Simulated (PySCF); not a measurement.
H8LiO4, charge +1, multiplicity 1. Atoms are numbered in the order given.

```xyz
13

Li     0.0006     0.0010    -0.0011
O      1.5867    -0.3819    -1.0122
H      1.8250     0.0403    -1.8496
H      2.3612    -0.9001    -0.7525
O      0.4642     0.3635     1.8260
H      1.2053     0.8773     2.1763
H      0.0599    -0.0664     2.5928
O     -0.8780     1.5350    -0.7488
H     -1.4430     1.5912    -1.5321
H     -0.9463     2.3980    -0.3163
O     -1.1729    -1.5167    -0.0638
H     -2.1236    -1.5572     0.1103
H     -0.9379    -2.3821    -0.4276
```
Charge +1, spin multiplicity 1.

Coordinates come from a B3LYP-D3(BJ)/def2-SVP optimisation. The isomer is the one that the SMILES or the coordinates give; other isomers of the formula were not compared.

All values below come from PySCF with B3LYP-D3(BJ)/def2-SVP.

Frequencies are harmonic and unscaled.

```json
[
 {"mode": "1", "ν (cm⁻¹)": "20", "IR (km/mol)": "8.5", "moving atoms (share of kinetic energy)": "H 54 %, O 40 %"},
 {"mode": "2", "ν (cm⁻¹)": "23", "IR (km/mol)": "7.8", "moving atoms (share of kinetic energy)": "H 54 %, O 40 %"},
 {"mode": "3", "ν (cm⁻¹)": "49", "IR (km/mol)": "3.2", "moving atoms (share of kinetic energy)": "O 75 %, H 24 %"},
 {"mode": "4", "ν (cm⁻¹)": "50", "IR (km/mol)": "0.1", "moving atoms (share of kinetic energy)": "O 80 %, H 19 %"},
 {"mode": "5", "ν (cm⁻¹)": "109", "IR (km/mol)": "0.1", "moving atoms (share of kinetic energy)": "O 71 %, H 18 %, Li 10 %"},
 {"mode": "6", "ν (cm⁻¹)": "137", "IR (km/mol)": "0.3", "moving atoms (share of kinetic energy)": "H 95 %"},
 {"mode": "7", "ν (cm⁻¹)": "140", "IR (km/mol)": "13.0", "moving atoms (share of kinetic energy)": "H 67 %, O 29 %"},
 {"mode": "8", "ν (cm⁻¹)": "141", "IR (km/mol)": "11.7", "moving atoms (share of kinetic energy)": "H 67 %, O 29 %"},
 {"mode": "9", "ν (cm⁻¹)": "224", "IR (km/mol)": "4.9", "moving atoms (share of kinetic energy)": "H 97 %"},
 {"mode": "10", "ν (cm⁻¹)": "232", "IR (km/mol)": "8.0", "moving atoms (share of kinetic energy)": "H 90 %, O 10 %"},
 {"mode": "11", "ν (cm⁻¹)": "236", "IR (km/mol)": "272.3", "moving atoms (share of kinetic energy)": "H 86 %, O 13 %"},
 {"mode": "12", "ν (cm⁻¹)": "237", "IR (km/mol)": "271.2", "moving atoms (share of kinetic energy)": "H 86 %, O 13 %"},
 {"mode": "13", "ν (cm⁻¹)": "266", "IR (km/mol)": "0.1", "moving atoms (share of kinetic energy)": "O 89 %, H 11 %"},
 {"mode": "14", "ν (cm⁻¹)": "292", "IR (km/mol)": "229.7", "moving atoms (share of kinetic energy)": "H 87 %, O 12 %"},
 {"mode": "15", "ν (cm⁻¹)": "370", "IR (km/mol)": "110.8", "moving atoms (share of kinetic energy)": "H 66 %, O 25 %, Li 9 %"},
 {"mode": "16", "ν (cm⁻¹)": "370", "IR (km/mol)": "111.6", "moving atoms (share of kinetic energy)": "H 66 %, O 25 %, Li 9 %"},
 {"mode": "17", "ν (cm⁻¹)": "391", "IR (km/mol)": "0.0", "moving atoms (share of kinetic energy)": "H 84 %, O 16 %"},
 {"mode": "18", "ν (cm⁻¹)": "400", "IR (km/mol)": "42.8", "moving atoms (share of kinetic energy)": "H 62 %, O 25 %, Li 12 %"},
 {"mode": "19", "ν (cm⁻¹)": "566", "IR (km/mol)": "230.5", "moving atoms (share of kinetic energy)": "Li 68 %, H 20 %, O 12 %"},
 {"mode": "20", "ν (cm⁻¹)": "566", "IR (km/mol)": "217.8", "moving atoms (share of kinetic energy)": "Li 70 %, H 17 %, O 12 %"},
 {"mode": "21", "ν (cm⁻¹)": "567", "IR (km/mol)": "221.1", "moving atoms (share of kinetic energy)": "Li 70 %, H 18 %, O 12 %"},
 {"mode": "22", "ν (cm⁻¹)": "1630", "IR (km/mol)": "140.6", "moving atoms (share of kinetic energy)": "H 92 %"},
 {"mode": "23", "ν (cm⁻¹)": "1632", "IR (km/mol)": "116.1", "moving atoms (share of kinetic energy)": "H 92 %"},
 {"mode": "24", "ν (cm⁻¹)": "1632", "IR (km/mol)": "116.2", "moving atoms (share of kinetic energy)": "H 92 %"},
 {"mode": "25", "ν (cm⁻¹)": "1634", "IR (km/mol)": "0.0", "moving atoms (share of kinetic energy)": "H 92 %"},
 {"mode": "26", "ν (cm⁻¹)": "3806", "IR (km/mol)": "85.0", "moving atoms (share of kinetic energy)": "H 96 %"},
 {"mode": "27", "ν (cm⁻¹)": "3806", "IR (km/mol)": "92.7", "moving atoms (share of kinetic energy)": "H 96 %"},
 {"mode": "28", "ν (cm⁻¹)": "3806", "IR (km/mol)": "84.3", "moving atoms (share of kinetic energy)": "H 96 %"},
 {"mode": "29", "ν (cm⁻¹)": "3809", "IR (km/mol)": "0.0", "moving atoms (share of kinetic energy)": "H 96 %"},
 {"mode": "30", "ν (cm⁻¹)": "3890", "IR (km/mol)": "2.2", "moving atoms (share of kinetic energy)": "H 93 %"},
 {"mode": "31", "ν (cm⁻¹)": "3890", "IR (km/mol)": "178.1", "moving atoms (share of kinetic energy)": "H 93 %"},
 {"mode": "32", "ν (cm⁻¹)": "3890", "IR (km/mol)": "177.8", "moving atoms (share of kinetic energy)": "H 93 %"},
 {"mode": "33", "ν (cm⁻¹)": "3890", "IR (km/mol)": "191.0", "moving atoms (share of kinetic energy)": "H 93 %"}
]
```
